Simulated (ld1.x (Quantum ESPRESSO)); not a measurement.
## Scattering properties, ultrasoft potential for zirconium

* Element: zirconium (Zr)
* Generator: ld1.x (Quantum ESPRESSO) 7.5
* Type: ultrasoft
* Functional: PBE
* Relativity: scalar-relativistic
* Frozen core: [Ar] 3d10 4s2
* Valence charge: 10
* Reference configuration: 4p6 4d2 5s2 5p0
* Partial waves: 5s (bound): rcut 2.55, rcutus 3.40 bohr; 5s channel at 0.1 Ry: rcut 2.55, rcutus 3.40 bohr; 4p (bound): rcut 1.80, rcutus 1.95 bohr; 5p (bound, empty): rcut 1.80, rcutus 1.95 bohr; 4d (bound): rcut 2.00, rcutus 2.20 bohr; 4d channel at 0.15 Ry: rcut 2.00, rcutus 2.20 bohr
* Local potential: all-electron potential smoothed inside 2.65 bohr (lloc = -1)
* Core correction: none
* Augmentation charge: PSQ, inside the norm-conserving radii

The phase is arctan(r·u′/u) with u = r·R(r), unwrapped; energies in Ry, scanned from -4 to 5 Ry. A pole is an energy at which the radial function vanishes at the test radius. The pseudo phase is shifted by a multiple of π to meet the all-electron one at the reference energy, and phase errors are pseudo minus all-electron; the curves can meet again beyond the range given. Levels narrower than the energy grid can be missing from the lists of poles.

```json
{"channel": "s", "radius (bohr)": "3.69", "reference energy (Ry)": "-0.33", "poles, all-electron": "0.55, 4.87", "poles, pseudo": "0.55, 0.77, 4.64", "unbroken range about the reference energy with phases within 0.05 rad": "-4.0 to 0.7", "phase error 1 Ry above the reference energy (rad)": "-0.004"}
{"channel": "p", "radius (bohr)": "3.69", "reference energy (Ry)": "-0.11", "poles, all-electron": "-2.37, 1.26", "poles, pseudo": "-2.37, 1.27", "unbroken range about the reference energy with phases within 0.05 rad": "the whole range", "phase error 1 Ry above the reference energy (rad)": "+0.000"}
{"channel": "d", "radius (bohr)": "3.69", "reference energy (Ry)": "-0.26", "poles, all-electron": "-0.10, 2.69", "poles, pseudo": "-0.10, 2.70", "unbroken range about the reference energy with phases within 0.05 rad": "below 4.5", "phase error 1 Ry above the reference energy (rad)": "-0.000"}
```

Phases in the d channel:

```
E (Ry)  all-electron  pseudo
 -4.00         1.434   1.434
 -3.52         1.425   1.425
 -3.04         1.413   1.413
 -2.56         1.398   1.398
 -2.08         1.378   1.378
 -1.60         1.348   1.348
 -1.12         1.294   1.294
 -0.64         1.130   1.130
 -0.16        -1.463  -1.463
  0.32        -1.849  -1.849
  0.80        -2.273  -2.273
  1.28        -3.939  -3.939
  1.76        -4.493  -4.493
  2.24        -4.639  -4.639
  2.72        -4.716  -4.716
  3.20        -4.778  -4.777
  3.68        -4.850  -4.847
  4.16        -4.986  -4.974
  4.64        -5.598  -5.480
```
